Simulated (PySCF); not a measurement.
ClFH₈N₂Si₃, SMILES [SiH3]N[Si](F)(Cl)N[SiH3].

Geometry: PBE0-D3(BJ)/def2-SVP. The values are those of a single conformer.

Method: TDA-LC-ωPBE/def2-SVPD (PySCF 2.14.0).

Vertical excitations. Isolated molecule, no solvent.

| state | energy (eV) | λ (nm) | f | main pairs |
|---|---|---|---|---|
| S1 | 7.39 | 168 | 0.010 | HOMO→LUMO 63 %, HOMO−1→LUMO+3 12 % |
| S2 | 7.51 | 165 | 0.007 | HOMO−1→LUMO 56 %, HOMO→LUMO+3 17 %, HOMO−1→LUMO+3 9 % |
| S3 | 8.38 | 148 | 0.008 | HOMO→LUMO+5 21 %, HOMO→LUMO+8 15 %, HOMO→LUMO+1 14 %, HOMO→LUMO+4 9 % |
| S4 | 8.53 | 145 | 0.021 | HOMO−1→LUMO+8 26 %, HOMO−1→LUMO+6 22 %, HOMO→LUMO+6 11 % |
| S5 | 8.55 | 145 | 0.017 | HOMO−1→LUMO+2 27 %, HOMO→LUMO+2 18 %, HOMO−1→LUMO+3 9 %, HOMO−1→LUMO+1 6 % |
| S6 | 8.60 | 144 | 0.033 | HOMO→LUMO+1 29 %, HOMO→LUMO+8 8 %, HOMO→LUMO+3 7 %, HOMO−1→LUMO+1 6 % |
| T1 | 6.93 | 179 | 0 | HOMO→LUMO 53 %, HOMO−1→LUMO+3 13 %, HOMO→LUMO+3 11 % |
| T2 | 7.05 | 176 | 0 | HOMO−1→LUMO 47 %, HOMO→LUMO+3 18 %, HOMO−1→LUMO+3 11 % |
Triplets are in the Tamm–Dancoff approximation.
